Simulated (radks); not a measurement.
Results of a calculation; reference values are marked as such.
Excited configurations of Cr III: one electron is placed in a higher orbital outside [Ar] 3d3. The ground configuration is [Ar] 3d4. Code: a radial shooting solver on a logarithmic mesh with Libxc functionals. Model: non-relativistic Kohn-Sham, PBE, spin-polarised, spherical densities, point nucleus; open shells are filled with parallel spins first. Excitation = E - E(ground); binding = E(ion) - E, where the ion is the core of charge +3; n* = 3/sqrt(2 binding) in atomic units, and the quantum defect is n - n*.

| outer orbital | excitation (eV) | binding (eV) | n* | quantum defect |
|---|---|---|---|---|
| 4s | 6.935 | 25.317 | 2.199 | 1.801 |
| 5p | 21.995 | 10.257 | 3.455 | 1.545 |
| 6s | 25.065 | 7.186 | 4.128 | 1.872 |
| 6p | 25.947 | 6.305 | 4.407 | 1.593 |
| 6d | 27.340 | 4.912 | 4.993 | 1.007 |
| 6f | 28.443 | 3.809 | 5.670 | 0.330 |
| 7s | 27.479 | 4.773 | 5.065 | 1.935 |
| 7p | 27.970 | 4.282 | 5.348 | 1.652 |
| 7d | 28.761 | 3.491 | 5.922 | 1.078 |
| 7f | 29.423 | 2.829 | 6.579 | 0.421 |

The Delta-SCF ionisation energy is 32.252 eV (NIST Atomic Spectra Database: 30.96 eV, measured). Self-interaction in the functional shifts the binding energies and quantum defects, so they are the method's values and not measured ones. Open shells are spherical and high-spin; term and fine-structure splittings are not resolved.
